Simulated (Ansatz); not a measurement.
InSO (SMILES [O]1[S][In]1), doublet: a single point displaced at random from a GFN2-xTB minimum.

Input (in.yaml):

```yaml
crystal:
  periodic: [false, false, false]
  atoms:
    - {symbol: O, position_ang: [0.275800, 0.623500, 0.402500]}
    - {symbol: S, position_ang: [-0.968800, 0.517400, -0.495600]}
    - {symbol: In, position_ang: [0.782400, -1.246600, 0.345800]}
basis:
  gaussian: {orbitals: def2-TZVPP}
magnetization: {spin_polarized: true, initial_magnetization: 1}
correlation: {method: ccsd_t}
scf: {omitted_lower_state_checks: [cluster_reference]}
output: {forces: true}
```

An equivalent command:

```bash
ansatz run in.yaml --threads 4 --pin off --events-out ev --progress --plain
```

Output of Ansatz 0.2.0:

```
Functional definition: HF
  name "HF"
  cite "Fock, Z. Phys. 61, 126 (1930) doi:10.1007/BF01340294"
  parent pbe
  exchange = exact_x
  correlation = 0
these checks for a lower state are left out or cut short: cluster_reference
939 factors; integrals over basis functions are off by at most 5.1e-4 eV
mean field evaluation 1: about -18001.9589 eV, gradient 2.3e1 eV
mean field evaluation 2: about -18001.9675 eV, gradient 2.3e1 eV
mean field evaluation 4: about -18004.1496 eV, gradient 2.5e0 eV
mean field evaluation 8: about -18004.2174 eV, gradient 6.8e-3 eV
mean field evaluation 16: about -18004.1796 eV, gradient 2.1e0 eV
mean field evaluation 32: about -18002.7712 eV, gradient 5.6e0 eV
mean field -18004.21736457 eV, -661.6427844510 hartree, gradient 3.1e-6 eV, S^2 0.773873; 9 other end points of the search recorded, 0 dependent functions left out
10 core orbitals not correlated: weight in the atoms' cores, before any rotation towards them, 1.000 or more for the frozen orbitals, at most 0.000 for the correlated occupied ones
reference -18004.21736457 eV, -661.6427844510 hartree; 13, 12 occupied and 100, 101 virtual orbitals, 939 factors
second order -17.81974105 eV of doubles, -0.00000000 eV of singles
cycle   1  -17.32250618 eV  change    5.0e-1 eV  update   1.2e-1
cycle   2  -17.85757313 eV  change   -5.4e-1 eV  update   3.9e-2
cycle   3  -17.97340393 eV  change   -1.2e-1 eV  update   2.3e-2
cycle   4  -17.96666204 eV  change    6.7e-3 eV  update   7.8e-3
cycle   5  -17.96438963 eV  change    2.3e-3 eV  update   4.4e-3
cycle   6  -17.96567003 eV  change   -1.3e-3 eV  update   1.7e-3
cycle   7  -17.96581419 eV  change   -1.4e-4 eV  update   7.4e-4
cycle   8  -17.96587870 eV  change   -6.5e-5 eV  update   2.5e-4
cycle   9  -17.96593979 eV  change   -6.1e-5 eV  update   1.2e-4
cycle  10  -17.96587609 eV  change    6.4e-5 eV  update   4.8e-5
cycle  11  -17.96588731 eV  change   -1.1e-5 eV  update   2.5e-5
cycle  12  -17.96589396 eV  change   -6.7e-6 eV  update   1.1e-5
cycle  13  -17.96589701 eV  change   -3.0e-6 eV  update   5.6e-6
cycle  14  -17.96589827 eV  change   -1.3e-6 eV  update   2.1e-6
cycle  15  -17.96589745 eV  change    8.1e-7 eV  update   9.9e-7
cycle  16  -17.96589733 eV  change    1.2e-7 eV  update   5.1e-7
cycle  17  -17.96589752 eV  change   -1.9e-7 eV  update   2.4e-7
perturbative correction -0.73217772 eV, -0.0269070348 hartree
the calculation of the forces begins
mean field evaluation 64: about -18004.2174 eV, gradient 3.1e-6 eV
Total energy: -18022.91543980 eV, -662.3299260419 hartree
Atom 0 at     0.275800     0.623500     0.402500 Å, force     1.535793     4.080716     1.979941 eV/Å
Atom 1 at    -0.968800     0.517400    -0.495600 Å, force    -2.781798    -0.018436    -1.959070 eV/Å
Atom 2 at     0.782400    -1.246600     0.345800 Å, force     1.246005    -4.062280    -0.020871 eV/Å
Dipole moment:     0.182501    -0.306189     0.060683 e Å
Checks for a lower state left out: cluster_reference
```

The run took 2.8 min on 4 CPU threads (shared host), with 2.4 GiB of host memory at its peak.
